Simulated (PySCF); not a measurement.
La³⁺ (lanthanum, charge +3) across methods

[Xe], closed-shell 1S. Calculation: PySCF 2.14, in ANO-RCC-VTZP; scalar relativity by spin-free X2C-1e.

```json
{"method": "r2SCAN", "E (hartree)": "-8490.82", "mean ε 4d (eV)": "-128.88", "mean ε 5s (eV)": "-62.585", "mean ε 5p (eV)": "-45.298", "Σ⟨r²⟩ (bohr²)": "38.91", "⟨S²⟩": "0.000"}
{"method": "M06", "E (hartree)": "-8491.02", "mean ε 4d (eV)": "-131.59", "mean ε 5s (eV)": "-64.153", "mean ε 5p (eV)": "-46.359", "Σ⟨r²⟩ (bohr²)": "38.96", "⟨S²⟩": "0.000"}
{"method": "LC-wPBE", "E (hartree)": "-8490.38", "mean ε 4d (eV)": "-132.92", "mean ε 5s (eV)": "-67.713", "mean ε 5p (eV)": "-49.479", "Σ⟨r²⟩ (bohr²)": "38.85", "⟨S²⟩": "0.000"}
{"method": "PBE", "E (hartree)": "-8490.43", "mean ε 4d (eV)": "-127.17", "mean ε 5s (eV)": "-61.620", "mean ε 5p (eV)": "-44.761", "Σ⟨r²⟩ (bohr²)": "38.87", "⟨S²⟩": "0.000"}
{"method": "LDA", "E (hartree)": "-8483.58", "mean ε 4d (eV)": "-127.26", "mean ε 5s (eV)": "-61.852", "mean ε 5p (eV)": "-44.934", "Σ⟨r²⟩ (bohr²)": "38.83", "⟨S²⟩": "0.000"}
{"method": "BHandHLYP", "E (hartree)": "-8490.84", "mean ε 4d (eV)": "-135.36", "mean ε 5s (eV)": "-67.132", "mean ε 5p (eV)": "-48.025", "Σ⟨r²⟩ (bohr²)": "39.00", "⟨S²⟩": "0.000"}
{"method": "PBE0", "E (hartree)": "-8490.49", "mean ε 4d (eV)": "-131.40", "mean ε 5s (eV)": "-64.503", "mean ε 5p (eV)": "-46.526", "Σ⟨r²⟩ (bohr²)": "38.88", "⟨S²⟩": "0.000"}
```

Q: Estimate the same row for UHF.

A: E (hartree) = -8487.70284; mean ε 4d (eV) = -142.57; mean ε 5s (eV) = -71.737; mean ε 5p (eV) = -50.510; Σ⟨r²⟩ (bohr²) = 39.15; ⟨S²⟩ = 0.000.

Spin-orbit coupling, which splits the p, d and f shells strongly at this Z, is absent.
